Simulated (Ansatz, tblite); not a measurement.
Removing and adding an electron: Zn₆H₁₈S₆. Total charge 0; singlet. Geometry: PBE-D4/def2-SVP. Ansatz, gas phase; energy differences of separate SCF runs; the oxidised species was run as a doublet alone; the reduced species was run as a doublet alone.

Cartesian coordinates in Å:
```
S -2.3742 -1.8261 1.2308
Zn -0.4860 -1.4253 2.6159
Zn 1.3637 -2.2962 -1.3537
S 1.5647 -1.3113 0.8029
S -0.9969 0.8700 2.9555
Zn 2.8729 0.6577 0.5333
Zn -2.7961 -0.7555 -0.8478
S -0.3255 -0.7637 -2.0314
S -2.9057 1.4240 0.0917
Zn -1.1302 2.5077 1.2395
Zn 0.7830 1.2634 -2.6003
S 1.0379 1.9064 -0.3237
H -0.4935 -3.4496 -0.3388
H -2.2481 -3.1371 0.8931
H 0.2601 -2.4175 3.5696
H -0.0956 -4.0027 -0.7110
H 2.1939 -3.3598 -2.1126
H 2.4754 -2.1441 1.3776
H 0.0253 1.3109 3.7362
H 1.9057 1.2456 2.6623
H 2.6630 1.3972 2.7408
H 4.3913 0.9418 0.6349
H -3.5293 -1.3192 -2.1109
H -0.6237 -1.2462 -3.2689
H -3.1216 2.2240 -0.9863
H -1.4165 2.2090 -2.3228
H -0.7964 4.0355 1.3132
H 1.3488 1.8237 -3.9279
H -1.1575 2.5051 -2.9921
H 1.6113 3.1325 -0.4690
```

The xTB rows come from tblite. Single mean-field runs in def2-TZVP are fitted with def2-universal-jkfit. In the singlet geometry the species has come apart into loosely held pieces. In the singlet, H20 and H21 lie 0.78 Å apart, H26 and H29 lie 0.78 Å apart, H13 and H16 lie 0.78 Å apart (atoms count from 1), so H2 has formed as a molecule. In the doublet geometry the species has come apart into loosely held pieces.

| level | −HOMO (eV) | vertical IE (eV) | −LUMO (eV) | vertical EA (eV) | HOMO–LUMO gap (eV) | IE − EA (eV) | remarks |
| --- | --- | --- | --- | --- | --- | --- | --- |
| GFN1-xTB | 9.67 | 11.78 | 5.70 | 3.99 | 3.97 | 7.80 | – |
| GFN2-xTB | 10.27 | 12.39 | 6.65 | 4.70 | 3.62 | 7.69 | – |
| PBE-D4/def2-TZVP | 6.18 | – | 2.25 | 0.71 | 3.93 | – | HOMO above zero (-1 doublet) |
| PBE0-D4/def2-TZVP | 7.31 | 8.68 | 1.58 | 0.58 | 5.74 | 8.10 | HOMO above zero (-1 doublet) |

Run but left out: PBE-D4/def2-TZVP (charge +1 doublet: an occupied level 0.10 eV above an empty one).   A HOMO above zero means that the electron is unbound at that level or that self-interaction error raises the level; the energy of removing that electron tells which. Raw xTB energy differences between charge states are shifted by several eV; the methods need an empirical correction for them. Sets without diffuse functions give affinities that are too small.
